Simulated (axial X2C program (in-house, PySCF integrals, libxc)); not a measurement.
## Nuclear properties of NaI⁺

Calculated with an in-house all-electron X2C program for linear molecules (integrals from PySCF): two-component X2C with atomic mean-field Coulomb and Gaunt terms, Gaussian nuclei, basis I dyall-cv3z, Na dyall-cv3z with contracted cores.

R = 3.094 Å (near the PBE0 minimum at charge 1 of the determinant lowest at the starting distance; the state shown can have its own minimum elsewhere).

Determinant lowest in the PBE0 search, Ω = 3/2 (⟨Sz⟩ = 0.50, ⟨Lz⟩ = 1.00 at PBE0), spin on the atoms I 0.50, Na 0.00:

| level | Eeff magnitude (GV/cm) | Ws magnitude I (kHz) | A∥/gI I (MHz) | qzz I (a.u.) | A∥/gI Na (MHz) | qzz Na (a.u.) |
| --- | --- | --- | --- | --- | --- | --- |
| PBE0 | 0.426 | 0.147 | 746 | -5.18 | -1.29 | -0.09 |
| HF | 0.729 | 0.267 | 698 | -5.58 | -1.41 | -0.09 |
| r2SCAN | 0.465 | 0.164 | 791 | -5.35 | -1.49 | -0.10 |
| PBE50 | 0.498 | 0.175 | 739 | -5.35 | -1.13 | -0.09 |
| TPSSh | 0.402 | 0.134 | 751 | -5.13 | -1.2 | -0.09 |

Eeff is the effective electric field on the electron electric dipole moment in this Ω state and Ws the scalar–pseudoscalar constant of the nucleus named (defined with the proton number Z and per Ω); A∥ (defined per Ω) follows by multiplying with gI = μI/(I μN); qzz is the electric field gradient, eQq0 = 234.96 MHz × Q/barn × qzz. The operators were transformed with the bare-nucleus X2C matrices; with these basis sets, hyperfine constants and field gradients can be off by tens of per cent, and where levels differ in sign neither size nor sign is settled.

Question: With gI(127I) = 1.1253, Q(127I) = -0.68822 barn, gI(23Na) = 1.4783, Q(23Na) = 0.104 barn (g factors from the IAEA table of nuclear moments by Stone; Q from Pyykkö, Mol. Phys. 2018), turn the PBE0 values of the first state into constants in MHz.

Answer: A∥(127I) = 746 × 1.1253 = 839 MHz; eQq0(127I) = 234.96 × (-0.68822) × (-5.18) = 838 MHz; A∥(23Na) = -1.29 × 1.4783 = -1.91 MHz; eQq0(23Na) = 234.96 × (0.104) × (-0.09) = -2.2 MHz.

Each state is one determinant with collinear spin. Unrestricted Hartree–Fock can overshoot spin polarisation at the nuclei. States lie within half an eV, so the first need not be the ground state. Further determinants of the search, some of them spin-mixed, are not shown.
